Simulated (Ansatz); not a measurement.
Ansatz (a quantum-chemistry and plane-wave program) input (CCSD(T)/aug-cc-pV(D+d)Z):
A basis named .json is the Basis Set Exchange file of that set.

Ansatz 0.2 input:
```yaml
crystal:
  periodic: [false, false, false]
  atoms:
    - {symbol: C, position_ang: [-1.60188503, -0.38191352, 0.48038032]}
    - {symbol: N, position_ang: [-0.52759805, 0.62498875, 0.14812742]}
    - {symbol: Si, position_ang: [1.13232585, -0.13505595, -0.33412308]}
    - {symbol: H, position_ang: [-1.26228343, -0.98753889, 1.31650138]}
    - {symbol: H, position_ang: [-1.76869183, -1.01048116, -0.39041700]}
    - {symbol: H, position_ang: [-2.51747839, 0.14034601, 0.74499892]}
    - {symbol: H, position_ang: [-0.85875329, 1.22718984, -0.60910503]}
    - {symbol: H, position_ang: [-0.39670155, 1.24812258, 0.94830320]}
    - {symbol: H, position_ang: [1.97647604, 1.03623927, -0.60030858]}
    - {symbol: H, position_ang: [0.78762878, -0.93921672, -1.51236021]}
    - {symbol: H, position_ang: [1.49173827, -0.90731782, 0.86093660]}
basis:
  gaussian:
    orbitals: aug-cc-pV_D+d_Z.json
total_charge: 1
magnetization: {spin_polarized: false}
correlation: {method: ccsd_t, electrons: outside_noble_gas}
output: {forces: true}
```

End of the output:

```
the calculation of the forces begins
0.91 GiB of device memory are held for the factors and their scratch space
Total energy: -10509.45863149 eV, -386.2154811405 hartree
Atom 0 at    -1.601885    -0.381914     0.480380 Å, force     0.082671     0.120159    -0.026142 eV/Å
Atom 1 at    -0.527598     0.624989     0.148127 Å, force    -0.014186    -0.049373     0.004872 eV/Å
Atom 2 at     1.132326    -0.135056    -0.334123 Å, force     0.286195    -0.134798    -0.083097 eV/Å
Atom 3 at    -1.262283    -0.987539     1.316501 Å, force     0.173755    -0.261932     0.383271 eV/Å
Atom 4 at    -1.768692    -1.010481    -0.390417 Å, force    -0.061419    -0.272586    -0.409415 eV/Å
Atom 5 at    -2.517478     0.140346     0.744999 Å, force    -0.393254     0.230346     0.113575 eV/Å
Atom 6 at    -0.858753     1.227190    -0.609105 Å, force    -0.130111     0.202494    -0.213370 eV/Å
Atom 7 at    -0.396702     1.248123     0.948303 Å, force     0.005797     0.208651     0.244726 eV/Å
Atom 8 at     1.976476     1.036239    -0.600309 Å, force     0.072606     0.108975    -0.023005 eV/Å
Atom 9 at     0.787629    -0.939217    -1.512360 Å, force    -0.045740    -0.077541    -0.112711 eV/Å
Atom 10 at     1.491738    -0.907318     0.860937 Å, force     0.023685    -0.074396     0.121297 eV/Å
Dipole moment:    -0.268572     0.309220     0.075524 e Å
```

It need not be the lowest isomer of its formula.
